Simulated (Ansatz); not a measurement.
`FCC#CC(F)(F)F` → `F/C=C(F)/C(F)=C/F`  (isomerisation)

Program: Ansatz. Geometries: PBE0-D4/def2-TZVP. ΔE: electronic, gas phase. CCSD(T)/CBS is the MP2 limit (def2-TZVPP, def2-QZVPP) plus CCSD(T) − MP2 in def2-TZVPP, frozen cores. DFT in def2-TZVPP. Each species was taken in one conformer, which may not be the lowest.

| level | ΔE (kJ/mol) |
| --- | --- |
| RPA@PBE/def2-TZVPP | 18.4 |
| HF/def2-SVP | 48.2 |

Question: What does CCSD(T)/CBS give? (Estimate.)

Answer: Ansatz gave: +21.1 kJ/mol. The listed levels differ from it by -2.7, 27.1 kJ/mol.

Largest T1 diagnostic among the species: 0.013.

From BLYP to BHLYP (50 % exact exchange), in def2-TZVPP and without D4, ΔE moves by +16.8 kJ/mol. Leaving LDA and LC-ωPBE aside and taking each functional with its dispersion term where it has one, the values, not all of them listed here, spread over 33.3 kJ/mol, from revPBE-D4 to PBE-QIDH. LDA lies −8.0 kJ/mol from PBE without D4. The D4 term adds −3.5 kJ/mol with B3LYP and −1.8 kJ/mol with PBE0; it sums over pairs of atoms, weighted by their polarisabilities, and B3LYP, whose exchange is more repulsive, gets the larger term.

CCSD(T)/CBS has its own doubt, a few kJ/mol and more with outer-core shells, so smaller differences from it don't rank the levels.

B3LYP here is the variant with VWN-RPA as its local correlation; programs differ in this.
